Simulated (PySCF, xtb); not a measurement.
FeO₃, SMILES [O]=[Fe](=[O])=[O], multiplicity 1.

Harmonic wavenumbers (cm⁻¹) from GFN2-xTB (xtb) at its own minimum, in rising order: 296, 308, 308, 970, 1158, 1158.

Problem. What does PBE-D3(BJ)/def2-SVP run with PySCF give at its own minimum? (The exact figures need the calculation; the answer reports its results.)

Solution. 107, 338, 338, 926, 1036, 1036. Paired by order, the mean absolute difference is 90 cm⁻¹ and the zero-point energies are 6.0 and 5.4 kcal/mol.
